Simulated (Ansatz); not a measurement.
Cost and result for the atomization energy of C₄H₂F₄ (`FC(F)=CC=C(F)F`) (10 atoms, 9 bonds).

Cartesian coordinates in Å:
```
F -2.9554 0.3056 -0.2757
C -1.6776 0.5158 -0.4854
F -1.5127 1.4555 -1.3892
C -0.6979 -0.1294 0.1285
C 0.6978 0.1294 -0.1285
C 1.6776 -0.5158 0.4854
F 1.5128 -1.4555 1.3892
F 2.9554 -0.3055 0.2757
H -0.9877 -0.8798 0.8511
H 0.9877 0.8798 -0.8512
```

Charge 0, multiplicity 1. The geometry is a stationary point of PBE0-D4/def2-TZVP. It is one conformer, not always the lowest. Program: Ansatz. All runs use 4 threads of an Arm Neoverse V2 on a shared host. Times are those of one run each, without the atoms' runs, and a repeat can differ threefold. Electronic energies, without spin–orbit coupling; frozen cores. CCSD(T)/CBS adds CCSD(T) − MP2 in def2-TZVPP to the MP2 limit, and its time is that of the two runs behind it. T1 = 0.013; the RHF reference is unstable towards UHF. B3LYP takes the VWN-RPA correlation (the form of Gaussian; ORCA's B3LYP/G).

CCSD(T)/CBS is a level of theory with its own doubt, some kJ/mol a heavy atom from the limit and from the frozen cores, so smaller differences don't rank the functionals.

```tsv
level	functions	wall time	atomization (kcal/mol)	difference from CCSD(T)/CBS	per bond
LDA (SPW92)/def2-TZVPP	276	1.6 s	1279.7	230.8	25.7
revPBE-D4/def2-TZVPP	276	2.5 s	1071.0	22.1	2.5
BHLYP-D4/def2-TZVPP	276	4.1 s	994.6	-54.3	-6.0
r2SCAN-D4/def2-TZVPP (with forces)	276	6 s	1066.2	17.3	1.9
B3LYP-D4/def2-TZVPP (with forces)	276	6 s	1051.7	2.8	0.3
ωB97X-V/def2-TZVPP	276	9 s	1055.2	6.3	0.7
B2PLYP/def2-TZVPP	276	9 s	1043.4	-5.5	-0.6
PBE-QIDH/def2-TZVPP	276	9 s	1051.5	2.6	0.3
ωB97M-V/def2-TZVPP (with forces)	276	14 s	1057.9	9.0	1.0
CCSD(T)/def2-SVP	122	22 s	1005.4	-43.5	-4.8
MP2/def2-QZVPP	516	37 s	1083.5	34.6	3.8
CCSD(T)/def2-TZVPP	276	11 min	1020.2	-28.7	-3.2
CCSD(T)/CBS(def2)	–	11 min	1048.9	0.0	0.0
```

In def2-TZVPP, CCSD(T) changes the Hartree–Fock value by +296.5 kcal/mol (the triples alone add +24.9 kcal/mol) and MP2 by +342.8 kcal/mol; breaking electron pairs costs correlation energy, which Hartree–Fock lacks. From PBE to PBE0 (25 % exact exchange), in def2-TZVPP and without D4, the atomization energy moves by −42.8 kcal/mol: exact exchange takes away binding that semilocal exchange gives to molecules. The D4 term adds +7.2 kcal/mol with B3LYP and +3.8 kcal/mol with PBE0; it sums over pairs of atoms, weighted by their polarisabilities, and B3LYP, whose exchange is more repulsive, gets the larger term.
